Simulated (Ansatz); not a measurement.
A nudged elastic band was laid between two geometries of Cl2F4Mo + H (8 atoms, charge 0, multiplicity 2).

Method: UKS PBE/def2-SVP (Ansatz 0.2.0).

* movable images: 9
* climbing image: yes
* spring: 5.0 eV/Å²
* optimiser: quadratic models (default)
* start path: through a guess of the saddle point
* force threshold: 0.03 eV/Å
* iteration limit: 60
* end points: relaxed

First end point:

```xyz
8
Properties=species:S:1:pos:R:3
Mo 0.268 0.000 -0.044
F 0.839 0.000 1.724
Cl 2.450 0.000 -0.743
F 0.239 1.849 0.011
F -1.475 0.000 0.597
F 0.239 -1.849 0.011
Cl -0.523 0.000 -2.194
H -1.498 0.000 3.589
```

Last end point:

```xyz
8
Properties=species:S:1:pos:R:3
Mo -0.178 0.000 -0.066
F 0.052 -0.004 2.256
Cl 2.169 0.002 0.357
F -0.214 1.793 0.315
F -2.057 -0.002 -0.060
F -0.212 -1.795 0.312
Cl -0.037 0.001 -2.305
H 1.017 0.005 2.143
```

**Question.** Which bonds break or form, and what moves?

**Answer.** Bonds formed: F2–H8. Cl2F4Mo + H becomes Cl2F4HMo.

**Question.** What energy profile does the band end with?

**Answer.** It converged. The highest image is number 2 of 0 to 10, 2.0 kJ/mol above the first end and 225.7 kJ/mol above the last; the last end lies 223.7 kJ/mol below the first. The profile has 3 maxima (images 2, 6, 8) with wells between them (images 4, 7): this band takes more than one step, which may be the mechanism or a detour left from its start path. Neighbouring images differ by up to 1.4 eV, so the band resolves the path poorly. A vibrational analysis at the climbing image gives one clearly imaginary mode, 352i cm⁻¹: a first-order saddle point.

| image | path coordinate (Å) | energy (kJ/mol) | F2–H8 (Å) |
| --- | --- | --- | --- |
| 0 | 0.00 | 0.0 | 2.99 |
| 1 | 0.49 | 0.3 | 2.52 |
| 2 | 0.99 | 2.0 | 2.04 |
| 3 | 1.54 | -88.2 | 1.30 |
| 4 | 2.09 | -222.1 | 0.97 |
| 5 | 2.63 | -217.4 | 0.95 |
| 6 | 3.18 | -213.8 | 0.94 |
| 7 | 3.73 | -216.2 | 0.95 |
| 8 | 4.28 | -214.0 | 0.94 |
| 9 | 4.83 | -216.7 | 0.95 |
| 10 | 5.38 | -223.7 | 0.97 |

**Question.** What is the geometry of the highest image?

**Answer.** 
```xyz
8
Properties=species:S:1:pos:R:3
Mo 0.228 0.000 0.056
F 0.704 0.000 1.872
Cl 2.429 0.000 -0.576
F 0.189 1.848 0.132
F -1.530 0.000 0.710
F 0.189 -1.848 0.132
Cl -0.518 0.000 -2.109
H -1.150 0.000 2.732
```

The band took 19 iterations and of the order of 40 core-minutes.

Time of the run: 11 min on 4 threads of Arm Neoverse V2, on a shared host, peak memory 0.39 GiB.
